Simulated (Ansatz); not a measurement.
Reaction (silylene formation by 1,1-elimination): `CC[SiH](F)I` → `CC[Si]F` + HI

Program: Ansatz. Geometries: PBE0-D4/def2-TZVP. ΔE: electronic, gas phase. CCSD(T)/CBS adds triple-zeta CCSD(T) − MP2 to the extrapolated MP2 energy (def2 sets, frozen cores). Functionals use def2-TZVPP. Elements past krypton have def2 core potentials. For I outer-core shells are correlated without core-valence functions, which leaves a few kJ/mol of doubt a bond. Each species was taken in one conformer, which may not be the lowest.

(1) Is it downhill or uphill in electronic energy at CCSD(T)/CBS, and by how much? (Estimate.)

(2) What do these levels give: r2SCAN-D4, PBE0-D4, HF/def2-TZVPP, SCS-MP2/def2-TZVPP, CCSD(T)/def2-TZVPP, HF/CBS(def2)? (Estimate.)

Largest T1 diagnostic among the species: 0.013.

Answers

(1) Ansatz gave: Uphill: ΔE = +70.6 kcal/mol.

(2) Computed: r2SCAN-D4 73.5, PBE0-D4 72.0, HF/def2-TZVPP 67.9, SCS-MP2/def2-TZVPP 70.4, CCSD(T)/def2-TZVPP 67.6, HF/CBS(def2) 67.9 kcal/mol.

The D4 term adds +3.9 kcal/mol with B3LYP and +2.2 kcal/mol with PBE0; it sums over pairs of atoms, weighted by their polarisabilities, and B3LYP, whose exchange is more repulsive, gets the larger term. From PBE to PBE0 (25 % exact exchange), in def2-TZVPP and without D4, ΔE moves by +4.2 kcal/mol.

B3LYP here is the variant with VWN-RPA as its local correlation; programs differ in this.
